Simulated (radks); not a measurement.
Task: Isoelectronic series with 9 electrons, all held in the configuration [He] 2s2 2p5, which need not be the ground one along the series. Calculated with a radial shooting solver on a logarithmic mesh with Libxc functionals: scalar-relativistic Kohn-Sham, PBE, spin-polarised, spherical densities, finite nucleus; open shells are filled with parallel spins first; Fermi nuclear charge, rms radius of each element as measured or else 0.836 A^(1/3) + 0.57 fm. Total energies (hartree) and orbital eigenvalues (eV):

| ion | E (hartree) | 2p down | 2p up |
|---|---|---|---|
| F | -99.75930 | -10.2253 | -11.8538 |
| Ne+ | -128.20606 | -31.1797 | -33.2051 |
| Mg3+ | -196.47735 | -94.7080 | -97.5239 |
| Al4+ | -236.29875 | -136.9613 | -140.1701 |
| P6+ | -327.32953 | -242.2004 | -246.1925 |
| S7+ | -378.55004 | -305.1509 | -309.5339 |
| Cl8+ | -433.58303 | -374.9791 | -379.7526 |
| Ar9+ | -492.43636 | -451.6834 | -456.8474 |
| K10+ | -555.11860 | -535.2655 | -540.8199 |
| Ca11+ | -621.63897 | -625.7291 | -631.6740 |
| Sc12+ | -692.00739 | -723.0798 | -729.4152 |
| Ti13+ | -766.23448 | -827.3244 | -834.0505 |
| V14+ | -844.33150 | -938.4711 | -945.5880 |
| Cr15+ | -926.31027 | -1056.529 | -1064.037 |
| Mn16+ | -1012.18333 | -1181.508 | -1189.408 |
| Fe17+ | -1101.96395 | -1313.420 | -1321.711 |
| Co18+ | -1195.66590 | -1452.277 | -1460.959 |
| Ni19+ | -1293.30393 | -1598.090 | -1607.165 |
| Cu20+ | -1394.89270 | -1750.873 | -1760.341 |
| Zn21+ | -1500.44866 | -1910.641 | -1920.502 |
| Ga22+ | -1609.98809 | -2077.409 | -2087.663 |
| Ge23+ | -1723.52833 | -2251.192 | -2261.840 |

Estimate the row of Si5+.

Result: E (hartree) -279.91448; 2p down -186.1332; 2p up -189.7339.
